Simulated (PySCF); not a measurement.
Precursor series Ta Cl-NH2. Gas-phase values, no solvent. One relaxed conformer stands for each flexible species; it need not be the lowest.

The HOMO from two functionals at the same geometries (r2SCAN-D4/def2-SVP), both in PySCF: PBE-D3(BJ)/def2-TZVP and TPSSh-D3(BJ)/def2-TZVP. 

| species | PBE-D3(BJ)/def2-TZVP (eV) |
|---|---|
| 0 of 5 Cl replaced by NH2 ([Ta(Cl)5]) | -7.83 |
| 2 of 5 Cl replaced by NH2 ([Ta(Cl)3(NH2)2]) | -6.94 |
| 3 of 5 Cl replaced by NH2 ([Ta(Cl)2(NH2)3]) | -6.15 |
| 4 of 5 Cl replaced by NH2 | -5.80 |
| 5 of 5 Cl replaced by NH2 ([Ta(NH2)5]) | -5.06 |

Q: What does TPSSh-D3(BJ)/def2-TZVP give for each?

A: 
- 0 of 5 Cl replaced by NH2 ([Ta(Cl)5]): -8.50
- 2 of 5 Cl replaced by NH2 ([Ta(Cl)3(NH2)2]): -7.57
- 3 of 5 Cl replaced by NH2 ([Ta(Cl)2(NH2)3]): -6.78
- 4 of 5 Cl replaced by NH2: -6.43
- 5 of 5 Cl replaced by NH2 ([Ta(NH2)5]): -5.65
Over these rows, drawn at random from the members with no instability flagged (it was tested for open shells, ions and some series alone), PBE minus TPSSh-D3(BJ): mean +0.63 eV, from +0.58 eV to +0.67 eV.
